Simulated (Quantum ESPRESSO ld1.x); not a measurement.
Question: Eu, 63 electrons, occupied as [Kr] 4d10 4f7 5s2 5p5 6s2 5d1 (not the ground configuration). Calculated with ld1.x of Quantum ESPRESSO 7.5: Dirac Kohn-Sham, LDA (Slater exchange, VWN5 correlation), spin-unpolarised, spherical densities, point nucleus; open shells fill j = l - 1/2 first. Some entries of the table are withheld. Estimate them.

| orbital | occ. | eigenvalue (hartree) | r(max) (bohr) | <r^2> (bohr^2) |
|---|---|---|---|---|
| 1s1/2 | 2 | -1774.20 | 0.01421 | 0.0006801 |
| 2s1/2 | 2 | -291.312 | 0.08078 | 0.01063 |
| 2p1/2 | 2 | -276.474 | 0.06108 | 0.007729 |
| 2p3/2 | 4 | -252.685 | 0.06681 | 0.008968 |
| 3s1/2 | 2 | -64.1406 | 0.2293 | 0.07123 |
| 3p1/2 | 2 | -57.7202 | 0.2163 | 0.06643 |
| 3p3/2 | 4 | -52.8733 | 0.2285 | 0.07358 |
| 3d3/2 | 4 | (1) | (2) | 0.05892 |
| 3d5/2 | 6 | (3) | (4) | 0.06092 |
| 4s1/2 | 2 | -12.7836 | 0.5279 | 0.3626 |
| 4p1/2 | 2 | -10.3051 | 0.5327 | 0.3825 |
| 4p3/2 | 4 | -9.23053 | 0.5590 | 0.4224 |
| 4d3/2 | 4 | -5.14437 | 0.5686 | 0.4892 |
| 4d5/2 | 6 | -4.95176 | 0.5772 | 0.5051 |
| 5s1/2 | 2 | -1.72823 | 1.229 | 2.121 |
| 5p1/2 | 2 | -1.05435 | 1.342 | 2.715 |
| 5p3/2 | 3 | -0.90891 | 1.420 | 3.073 |
| 4f5/2 | 6 | (5) | 0.5898 | (6) |
| 4f7/2 | 1 | (7) | 0.5951 | (8) |
| 6s1/2 | 2 | -0.15374 | 3.425 | 18.43 |
| 5d3/2 | 1 | -0.10335 | (9) | 10.00 |
| 5d5/2 | 0 | -0.09445 | (10) | 10.72 |
| 6p1/2 | 0 | (11) | 4.440 | 33.13 |
| 6p3/2 | 0 | (12) | 4.739 | 37.63 |
| 7s1/2 | 0 | -0.00305 | 10.49 | 257.9 |

Answer: 
(1) 3d3/2 eigenvalue (hartree): -41.7256
(2) 3d3/2 r(max) (bohr): 0.1817
(3) 3d5/2 eigenvalue (hartree): -40.6698
(4) 3d5/2 r(max) (bohr): 0.1851
(5) 4f5/2 eigenvalue (hartree): -0.20523
(6) 4f5/2 <r^2> (bohr^2): 1.208
(7) 4f7/2 eigenvalue (hartree): -0.18224
(8) 4f7/2 <r^2> (bohr^2): 1.261
(9) 5d3/2 r(max) (bohr): 2.023
(10) 5d5/2 r(max) (bohr): 2.076
(11) 6p1/2 eigenvalue (hartree): -0.05761
(12) 6p3/2 eigenvalue (hartree): -0.04859
